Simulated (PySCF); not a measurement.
## How the method moves the HOMO and LUMO of `CC(=O)O[SiH2]O`

Species: C₂H₆O₃Si.
Cartesian coordinates in Å at the PBE0-D3(BJ)/def2-SVP level; atoms count from 1:
```
atom  x, y, z in Å
C1     2.1231   -0.0571    0.0399
C2     0.6637   -0.2837    0.2834
O3     0.2260   -1.0316    1.1292
O4    -0.1080    0.4278   -0.5383
Si5   -1.8247    0.4709   -0.5603
O6    -2.4045   -0.5958    0.5435
H7     2.7184   -0.6525    0.7403
H8     2.3671   -0.3297   -0.9974
H9     2.3525    1.0124    0.1533
H10   -2.1885    1.8791   -0.2544
H11   -2.2084    0.1208   -1.9519
H12   -1.6690   -1.0041    1.0393
```

Basis pcSseg-1 throughout (PySCF), one geometry. Isolated species at its PBE0-D3(BJ)/def2-SVP geometry (one conformer only).

**Question.** How do the orbital energies, the gap and the dipole change with the method?

**Answer.** 
| method | kind | HOMO (eV) | LUMO (eV) | gap (eV) | μ (D) | SCF cycles |
| --- | --- | --- | --- | --- | --- | --- |
| BLYP | GGA | -6.70 | -1.22 | 5.48 | 2.60 | 16 |
| OPBE | GGA | -6.77 | -1.23 | 5.54 | 2.56 | 17 |
| PBE | GGA | -6.82 | -1.34 | 5.47 | 2.61 | 16 |
| B97-D | GGA | -6.86 | -1.27 | 5.59 | 2.64 | 16 |
| KT3 | GGA | -6.95 | -1.25 | 5.69 | 2.56 | 16 |
| BP86 | GGA | -6.95 | -1.45 | 5.50 | 2.65 | 16 |
| KT2 | GGA | -6.98 | -1.26 | 5.72 | 2.64 | 17 |
| LDA | LDA | -7.05 | -1.62 | 5.43 | 2.74 | 16 |
| B97-2 | global hybrid | -8.23 | -0.31 | 7.92 | 2.75 | 14 |
| B3LYP | global hybrid | -8.24 | -0.49 | 7.75 | 2.74 | 15 |
| PBE0 | global hybrid | -8.53 | -0.22 | 8.30 | 2.77 | 14 |
| mPW1PW91 | global hybrid | -8.57 | -0.26 | 8.32 | 2.79 | 14 |
| CAM-B3LYP | range-separated hybrid | -9.99 | 1.00 | 10.99 | 2.81 | 14 |
| BHandHLYP | global hybrid | -10.11 | 1.04 | 11.14 | 2.92 | 13 |
| wB97X-D | range-separated hybrid | -10.47 | 1.65 | 12.12 | 2.82 | 14 |
| LC-wPBE | range-separated hybrid | -11.34 | 2.22 | 13.57 | 2.82 | 14 |
| HF | Hartree–Fock | -12.36 | 3.84 | 16.20 | 3.14 | 11 |

The HOMO spans 5.66 eV, from BLYP down to HF, and the gap runs from 5.43 eV (LDA) to 16.20 eV (HF). Over the methods BLYP (0 %), OPBE (0 %), PBE (0 %), B97-D (0 %), KT3 (0 %), BP86 (0 %), KT2 (0 %), LDA (0 %), B97-2 (21 %), B3LYP (20 %), PBE0 (25 %), mPW1PW91 (25 %), BHandHLYP (50 %), HF (100 %), a straight line through the gap against the share of exact exchange rises by 1.08 eV for each 10 % (correlation coefficient 0.999). The dipole ranges from 2.56 D (KT3) to 3.14 D (HF). This basis has no diffuse functions.
